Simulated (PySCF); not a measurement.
hydrogen chloride (HCl), singlet, at a GFN2-xTB geometry; DF-M062X/cc-pVQZ run with PySCF.

The PySCF input:
```python
from pyscf import gto, scf, dft

mol = gto.Mole()
mol.atom = '''
    Cl   -0.00000000   -0.00000000   -0.07094563
    H     0.00000000    0.00000000    1.20607566
'''
mol.basis = 'cc-pvqz'
mol.verbose = 3
mol.build()

mf = dft.RKS(mol)
mf.xc = 'm062x'
mf = mf.density_fit(auxbasis='def2-universal-jkfit')
mf.kernel()
mf.analyze()
```

**Question.** Write the output that PySCF gives for this input, abridged.

**Answer.** 
```
converged SCF energy = -460.809728975358
**** MO energy ****
MO #1   energy= -102.686147942087  occ= 2
MO #2   energy= -9.82198616410914  occ= 2
MO #3   energy= -7.54484293063913  occ= 2
MO #4   energy= -7.53952791219948  occ= 2
MO #5   energy= -7.53952791219946  occ= 2
MO #6   energy= -0.942067964962007 occ= 2
MO #7   energy= -0.536913067064855 occ= 2
MO #8   energy= -0.399266734892465 occ= 2
MO #9   energy= -0.399266734892449 occ= 2
MO #10  energy= 0.0314740324081804 occ= 0
MO #11  energy= 0.174719628310118  occ= 0
MO #12  energy= 0.262702521275432  occ= 0
MO #13  energy= 0.273166748753833  occ= 0
MO #14  energy= 0.273166748753843  occ= 0
MO #15  energy= 0.328500663391207  occ= 0
MO #16  energy= 0.328500663391215  occ= 0
MO #17  energy= 0.391492916203298  occ= 0
 ** Mulliken atomic charges  **
charge of    0Cl =     -0.20253
charge of    1H =      0.20253
Dipole moment(X, Y, Z, Debye):  0.00000,  0.00000,  1.15110
```
